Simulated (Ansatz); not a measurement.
## Cost against result

Saddle point of AlNH4Cl2, singlet (AlHCl₂ ([Cl][AlH][Cl]) + NH₃ → AlNH₂Cl₂ ([NH2][Al]([Cl])[Cl]) + H₂; bonds formed: H2–H5; dative contacts that become bonds: Al1–N6; bonds broken: Al1–H2, H5–N6), PBE0-D4/def2-TZVP structure:

```xyz
8
angstrom
Al -0.6633 -0.1460 0.4768
H -0.1527 1.5591 0.3926
Cl -2.5276 -0.3172 -0.4555
Cl -0.3430 -0.8292 2.4274
H 0.4836 1.0358 -0.1826
N 0.8091 -0.2587 -0.6591
H 0.7012 -0.4057 -1.6540
H 1.6928 -0.6379 -0.3456
```

Barriers are electronic and count from the start structure reached by relaxing down the imaginary mode.

Program: Ansatz 0.2.0. Basis: as named in each row. Cores are frozen in the correlated methods. B3LYP uses VWN-RPA correlation. Extrapolation: Hartree–Fock as exp(−7.88 √X), correlation as X^−2.97.

Times are rough, for one single point on 4 threads of a shared host (Arm Neoverse V1).

The estimate by CCSD(T) at an estimated basis limit (MP2 extrapolated from triple and quadruple zeta, plus CCSD(T) − MP2 in triple zeta) is 1.603 eV.

```
      method       basis  time (s)  barrier (eV)  method less estimate
          HF      STO-3G   under 1         3.182                 1.579
      PBE-D4      STO-3G   under 1         1.974                 0.371
       SPW92    def2-SVP   under 1         1.234                -0.369
      PBE-D4    def2-SVP   under 1         1.370                -0.233
    B3LYP-D4       6-31G   under 1         2.032                 0.429
     PBE0-D4    def2-SVP   under 1         1.550                -0.053
       SPW92  def2-TZVPP   under 1         1.191                -0.413
      PBE-D4  def2-TZVPP         2         1.320                -0.284
     BLYP-D4  def2-TZVPP         2         1.389                -0.214
     CCSD(T)    def2-SVP         2         1.733                 0.129
    B3LYP-D4  def2-TZVPP         2         1.512                -0.091
    BHLYP-D4  def2-TZVPP         2         1.708                 0.105
     PBE0-D4  def2-TZVPP         2         1.483                -0.120
CAM-B3LYP-D4  def2-TZVPP         2         1.571                -0.032
  RPA on PBE  def2-TZVPP         3         1.590                -0.013
   r2SCAN-D4  def2-TZVPP         3         1.384                -0.219
      B2PLYP  def2-TZVPP         4         1.552                -0.052
     wB97M-V    def2-SVP         4         1.640                 0.037
  r2SCAN0-D4  def2-TZVPP         4         1.516                -0.087
    PBE-QIDH  def2-TZVPP         4         1.588                -0.015
     wB97X-V  def2-TZVPP         6         1.616                 0.012
      B97M-V  def2-TZVPP         7         1.543                -0.060
     wB97M-V  def2-TZVPP         8         1.596                -0.007
         MP2  def2-QZVPP        11         1.550                -0.053
     CCSD(T)  def2-TZVPP        48         1.613                 0.010
```

All methods are single points on the PBE0-D4 structures.

No T1 diagnostic of these runs exceeds 0.010.

The step is the kind of exchange with an N–H group that builds nitride films in atomic layer and chemical vapour deposition.

Labels in which every atom is bracketed show which atoms are joined, not bond orders.
